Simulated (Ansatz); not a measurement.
Species: H3F2GeSi, SMILES `F[Si](F)[GeH3]` (charge 0, multiplicity 2).

Problem. Give a relaxed geometry from r2SCAN-D4/def2-TZVP run with Ansatz (a program for electronic structure).

Solution. the end point of this relaxation (outside a Z-matrix the atoms follow the SMILES, hydrogens last).
Z-matrix (Å, degrees):
```
Ge
H 1 1.5315
H 1 1.5315 2 109.19
H 1 1.5352 2 109.71 3 120.23
Si 1 2.4089 2 108.59 3 -118.27
F 5 1.6017 1 108.49 2 -64.03
F 5 1.6017 6 105.48 1 116.04
```
